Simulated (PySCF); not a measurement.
Species: `C=CP(C=C)C(C)(C)C`. The columns A, B, C and D hold Mulliken, IAO, Hirshfeld and ESP-fitted charges (e) of one PBE0/pcSseg-1 density (PySCF), in a shuffled order. Coordinates in Å (GFN2-xTB); the density's dipole moment is (-0.36, -0.54, -1.01) D.

```
atom       x       y       z       A       B       C       D
  C1   2.572  -1.471   0.821  -0.136  -0.313  -0.101  -0.501
  C2   1.314  -1.114   1.037  -0.446  -0.340  -0.093  +0.164
  P3   0.635   0.528   0.660  +0.548  +0.493  +0.159  -0.405
  C4   1.529   0.846  -0.899  -0.460  -0.334  -0.086  +0.226
  C5   1.777   2.072  -1.330  -0.106  -0.288  -0.084  -0.512
  C6  -1.060   0.030  -0.051  -0.757  -0.098  -0.008  +0.553
  C7  -1.914  -0.479   1.109  -0.158  -0.415  -0.122  -0.525
  C8  -1.685   1.306  -0.614  -0.151  -0.417  -0.127  -0.589
  C9  -0.955  -1.030  -1.142  -0.135  -0.415  -0.126  -0.353
 H10   3.273  -0.822   0.322  +0.120  +0.146  +0.040  +0.201
 H11   2.955  -2.431   1.134  +0.118  +0.151  +0.046  +0.166
 H12   0.655  -1.772   1.590  +0.133  +0.148  +0.044  +0.073
 H13   1.872  -0.021  -1.453  +0.139  +0.146  +0.041  +0.030
 H14   2.302   2.264  -2.253  +0.121  +0.152  +0.050  +0.176
 H15   1.459   2.940  -0.773  +0.119  +0.151  +0.046  +0.220
 H16  -1.543  -1.427   1.492  +0.114  +0.132  +0.037  +0.139
 H17  -2.941  -0.630   0.779  +0.114  +0.138  +0.041  +0.126
 H18  -1.917   0.243   1.925  +0.122  +0.141  +0.035  +0.141
 H19  -1.081   1.706  -1.427  +0.126  +0.139  +0.030  +0.145
 H20  -2.685   1.103  -0.996  +0.112  +0.136  +0.040  +0.145
 H21  -1.761   2.066   0.162  +0.117  +0.138  +0.034  +0.156
 H22  -0.416  -1.907  -0.788  +0.118  +0.138  +0.031  +0.053
 H23  -0.443  -0.636  -2.017  +0.117  +0.138  +0.035  +0.080
 H24  -1.953  -1.344  -1.449  +0.109  +0.134  +0.037  +0.091
```

Q: Which column most likely holds the ESP-fitted charges?

A: D. Σ q r misses the density's dipole by 0.07 D (D), 1.71 D (C), 2.26 D (A), 2.39 D (B). Charges fitted to the outside potential are the only set here that is tied to the molecule's multipoles.

Q: And the Hirshfeld charges?

A: C. The mean sizes are 0.062 e (C), 0.196 e (A), 0.218 e (B), 0.241 e (D), and Hirshfeld charges are commonly the smallest of these schemes.

As computed, A = Mulliken, B = IAO, C = Hirshfeld, D = ESP-fitted. Hydrogens on carbon: Mulliken +0.11 to +0.14, IAO +0.13 to +0.15, Hirshfeld +0.03 to +0.05, ESP-fitted +0.03 to +0.22 e.

The ESP scheme fits charges at the nuclei, held to the total charge, to the electrostatic potential on points at 1.4 to 2.0 times the van der Waals radii. The IAO scheme projects the occupied orbitals on a minimal set of polarised atomic orbitals and counts the electrons in each atom's part of it.

One conformer (not necessarily the lowest) at the GFN2-xTB geometry, without solvent, vibrations or thermal averaging.

These values come from a run that also computed NMR shieldings. The run took about 2.6 min of CPU time (one thread, shared machine).

The values belong to the conformer `[CH2:1]=[CH:2][P:3]([CH:4]=[CH2:5])[C:6]([CH3:7])([CH3:8])[CH3:9]`: C1–C2–P3–C4 38°, C2–P3–C4–C5 -154°, C2–P3–C6–C7 71°.
